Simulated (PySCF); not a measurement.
Co²⁺ (cobalt, charge +2): UHF calculation

Configuration: [Ar] 3d6 4p1, one real determinant (an excited configuration). All numbers are calculated (PySCF 2.14, the non-relativistic Hamiltonian (point nucleus), in aug-cc-pVTZ (8s7p5d3f2g, 93 functions)).

| Property | Result |
| --- | --- |
| Total energy | -1380.206549 hartree |
| One-electron energy | -1886.9639 hartree |
| Hartree (Coulomb) energy | 564.2150 hartree |
| Exchange energy | -57.4577 hartree |
| Kinetic energy | 1380.38285 hartree |
| ⟨S²⟩ | 8.7528 |
| ⟨L²⟩ | 8.014 |
| Sum of ⟨r⟩ | 16.77 bohr |
| Sum of ⟨r²⟩ | 21.92 bohr² |
| Traceless quadrupole moment −½Σ⟨3z² − r²⟩ along its main axis | -3.26 e·bohr² |
| Density at the nucleus (Gaussians lack the cusp) | 13300 bohr⁻³ |
| Spin density at the nucleus | 0.326 bohr⁻³ |
| Langevin diamagnetic susceptibility | -17.4 ×10⁻⁶ cm³/mol |

```
shell  electrons  mean orbital energy (hartree)  spread (hartree)  rms radius, mean of both spins (bohr)
 1s α          1                     -284.10401                 0                                 0.0659
 1s β          1                     -284.09790                 0                                 0.0659
 2s α          1                      -36.00277                 0                                  0.279
 2s β          1                      -35.85033                 0                                  0.279
 2p α          3                      -31.25419           0.04538                                  0.250
 2p β          3                      -31.10300           0.00533                                  0.250
 3s α          1                       -5.73895                 0                                  0.834
 3s β          1                       -5.33995                 0                                  0.834
 3p α          3                       -4.25450           0.08845                                  0.879
 3p β          3                       -3.77230           0.07863                                  0.879
 3d α          5                       -1.77199           0.09160                                   1.04
 3d β          1                       -1.54866                 0                                   1.04
 4p α          1                       -0.75474                 0                                   2.98
```

⟨L²⟩ = 8.01 against 12 for a pure F term, so this real determinant mixes terms.

Spin-orbit constants ζ (cm⁻¹) from the X2C one-electron operator on these orbitals (non-relativistic here): bare nucleus, nucleus screened by l(l+1)(2l+1)/3 electrons, and screened by the Breit-Pauli mean field of the electrons.

```json
{"shell": "2p", "bare": "80120", "screened nucleus": "74180", "mean field": "71400"}
{"shell": "3p", "bare": "10240", "screened nucleus": "9478", "mean field": "9060"}
{"shell": "3d", "bare": "1059", "screened nucleus": "666.7", "mean field": "607.3"}
{"shell": "4p", "bare": "688.4", "screened nucleus": "637.5", "mean field": "604.8"}
```

To first order the Landé constant is A = -40.65 cm⁻¹, so the lowest level has J = 11/2 and lies 0.0378 eV below the centre of the term. This holds in LS coupling only.
